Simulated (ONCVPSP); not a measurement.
# u(r) = r·R(r): atom against pseudo-atom (Fe (Z = 26))

Columns: radius, all-electron u(r) and pseudo u(r) of the 3p shell (level -60.83 eV) of iron in the configuration [Ne] 3s2 3p6 3d6 4s1.5 4p0.5; PBEsol, scalar-relativistic, ONCV scheme, ONCVPSP 4.0.1.

| r (bohr) | all-electron | pseudo |
| --- | --- | --- |
| 0.088 | -0.4884 | 0.0350 |
| 0.175 | -0.5649 | 0.1337 |
| 0.262 | -0.1964 | 0.2835 |
| 0.350 | 0.2856 | 0.4677 |
| 0.438 | 0.6921 | 0.6620 |
| 0.525 | 0.9645 | 0.8415 |
| 0.612 | 1.1126 | 0.9896 |
| 0.700 | 1.1624 | 1.0933 |
| 0.788 | 1.1425 | 1.1440 |
| 0.875 | 1.0798 | 1.1420 |
| 0.962 | 0.9931 | 1.0942 |
| 1.050 | 0.8945 | 1.0098 |
| 1.138 | 0.7939 | 0.9021 |
| 1.225 | 0.6979 | 0.7856 |
| 1.312 | 0.6082 | 0.6700 |
| 1.400 | 0.5257 | 0.5624 |
| 1.487 | 0.4526 | 0.4702 |
| 1.575 | 0.3873 | 0.3930 |
| 1.662 | 0.3309 | 0.3317 |
| 1.750 | 0.2813 | 0.2813 |
| 1.838 | 0.2386 | 0.2386 |
| 1.925 | 0.2023 | 0.2023 |
| 2.012 | 0.1713 | 0.1713 |
| 2.100 | 0.1445 | 0.1445 |
| 2.188 | 0.1218 | 0.1218 |
| 2.275 | 0.1027 | 0.1027 |

Question: How many radial nodes do the two functions have?

Answer: The all-electron 3p function has n − l − 1 = 1; the pseudo-wave has 0, since the states of the same l below it are removed with the core.

Question: At about which radius was the pseudo-wave matched?

Answer: 1.75 bohr, where the columns begin to agree (steps of 0.09 bohr).

Question: Is the pseudo-wave norm-conserving?

Answer: Yes: the ONCV scheme keeps the norm inside the radius equal to the all-electron one, which fixes the energy derivative of the logarithmic derivative at the level.
